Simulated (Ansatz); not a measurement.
Species: AlCl, charge -1, doublet. AlCl- (parent SMILES [Al][Cl], doublet).
B3LYP-D3(BJ)/def2-TZVP minimum from Ansatz (a program for electronic structure):
```xyz
2

Al     0.0000     0.0000    -1.3272
Cl     0.0000     0.0000     1.0149
```
Charge -1, spin multiplicity 2.

Total energies in aug-cc-pV(D+d)Z, 11 correlated electrons, 10 frozen orbitals. Radicals and triplets start from unrestricted determinants; spin-orbit coupling is neglected. Correlated methods leave the cores frozen. No relativity. The spin of AlCl- (parent SMILES [Al][Cl], doublet) was assumed, and the state is the lowest solution found for it.

| method | program | energy (Eh) | minus CCSDT(Q) (mEh) |
|---|---|---|---|
| HF | Ansatz | -701.48749 | 238.33 |
| MP2 | Ansatz | -701.69045 | 35.37 |
| CCSD | Ansatz | -701.71681 | 9.02 |
| CCSD(T) | Ansatz | -701.72428 | 1.54 |
| CCSDT(Q) | Ansatz | -701.72582 | 0.00 |

Rough core times of Ansatz's runs on a shared machine: CCSD(T) under 20 s, CCSDT(Q) 60 s.
